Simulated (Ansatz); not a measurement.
`B[O][Ga]([Cl])[O][SiH3]` and `[OH][Ga]([Cl])[O][SiH3]` differ in one atom or group.

Ansatz, PBE0-D4/def2-TZVP geometries, multiplicity 1. Each molecule was computed in one conformer, which needn't be the lowest.

Scalar relativity is left out up to krypton.

```csv
property,`B[O][Ga]([Cl])[O][SiH3]`
LUMO energy (ωB97M-V/def2-TZVPP) / eV,0.21
size of the dipole moment (ωB97M-V/def2-TZVPP) / D,0.59
HOMO–LUMO gap (PBE0/def2-TZVPP) / eV,6.73
HOMO–LUMO gap (B3LYP/def2-TZVPP) / eV,6.22
LUMO energy (PBE/def2-TZVPP) / eV,-2.61
HOMO energy (ωB97M-V/def2-TZVPP) / eV,-10.68
```

What does the change do to each property? (Estimate.)

Computed: 
| property | `[OH][Ga]([Cl])[O][SiH3]` | shift |
| --- | --- | --- |
| LUMO energy (ωB97M-V/def2-TZVPP) / eV | 0.42 | 0.21 |
| size of the dipole moment (ωB97M-V/def2-TZVPP) / D | 1.47 | 0.88 |
| HOMO–LUMO gap (PBE0/def2-TZVPP) / eV | 7.48 | 0.75 |
| HOMO–LUMO gap (B3LYP/def2-TZVPP) / eV | 6.92 | 0.70 |
| LUMO energy (PBE/def2-TZVPP) / eV | -2.37 | 0.24 |
| HOMO energy (ωB97M-V/def2-TZVPP) / eV | -11.21 | -0.53 |

With PBE0 the HOMO falls by 0.53 eV and the LUMO rises by 0.22 eV, so the gap widens by about 0.75 eV. PBE moves the HOMO by -0.49 eV and ωB97M-V by -0.53 eV. Dipoles are sizes alone; their direction can turn.

B3LYP here is the variant with VWN-RPA as its local correlation; programs differ in this.
